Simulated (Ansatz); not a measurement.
Compare A (`C=CN[SiH2][AlH2]`) with its isomer B (`C[C]1(N)[AlH][SiH2]1`).

Gas-phase electronic energies from Ansatz, PBE0-D4/def2-TZVP geometries. CBS: MP2 limit from def2 TZ/QZ plus the TZ coupled-cluster correction, frozen cores. Functionals use def2-TZVPP. B3LYP here is the variant with VWN-RPA as its local correlation; programs differ in this. Each species was taken in one conformer, which may not be the lowest.

(1) Which is lower in electronic energy at CCSD(T)/CBS, and by how much? (Estimate.)

(2) Give E(B) − E(A) in kcal/mol with B3LYP-D4, PBE-D4, r2SCAN-D4, MP2/def2-TZVPP, HF/def2-TZVPP, PBE0-D4, ωB97M-V. (Best estimate.)

Largest T1 diagnostic: 0.016.

## Answers

(1) The calculation gave: A, by 44.3 kcal/mol.

(2) Ansatz gave: B3LYP-D4 47.4, PBE-D4 41.5, r2SCAN-D4 44.6, MP2/def2-TZVPP 43.6, HF/def2-TZVPP 54.4, PBE0-D4 42.7, ωB97M-V 45.2. None reverses the order clearly.

From PBE to PBE0 (25 % exact exchange), in def2-TZVPP and without D4, E(B) − E(A) moves by +1.2 kcal/mol. In def2-TZVPP, CCSD(T) changes the Hartree–Fock value by −9.2 kcal/mol (the triples alone add −0.6 kcal/mol) and MP2 by −10.8 kcal/mol.
